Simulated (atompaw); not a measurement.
An all-electron radial function and its pseudo partner (phosphorus (P))

Columns: radius, all-electron u(r) and pseudo u(r) of the 3s shell (level -18.35 eV) of phosphorus in the configuration [Ne] 3s2 3p2.5; PBE, non-relativistic, PAW (atompaw) scheme, atompaw 4.2.0.5.

```
r (bohr)  all-electron  pseudo
   0.065        0.1953  0.0474
   0.131        0.0261  0.0954
   0.196       -0.1760  0.1426
   0.262       -0.3173  0.1902
   0.327       -0.3776  0.2368
   0.392       -0.3709  0.2828
   0.458       -0.3142  0.3290
   0.523       -0.2261  0.3738
   0.588       -0.1198  0.4175
   0.654       -0.0040  0.4609
   0.719        0.1106  0.5022
   0.785        0.2222  0.5425
   0.850        0.3242  0.5804
   0.915        0.4165  0.6162
   0.981        0.4993  0.6501
   1.046        0.5699  0.6808
   1.112        0.6308  0.7090
   1.177        0.6808  0.7337
   1.242        0.7212  0.7549
   1.308        0.7530  0.7728
   1.373        0.7760  0.7865
   1.438        0.7915  0.7962
   1.504        0.8003  0.8019
   1.569        0.8030  0.8033
   1.635        0.8004  0.8004
   1.700        0.7932  0.7932
```

(1) How many radial nodes do the two functions have?

(2) Where does each function peak?

(3) Is the pseudo-wave norm-conserving?

Results:

(1) The all-electron 3s function has n − l − 1 = 2; the pseudo-wave has 0, since the states of the same l below it are removed with the core.

(2) Outermost all-electron maximum near 1.57 bohr, pseudo maximum near 1.57 bohr (to the table’s step).

(3) No, it belongs to a PAW set: the norm inside the radius is not constrained, and the difference is carried by the augmentation charge.
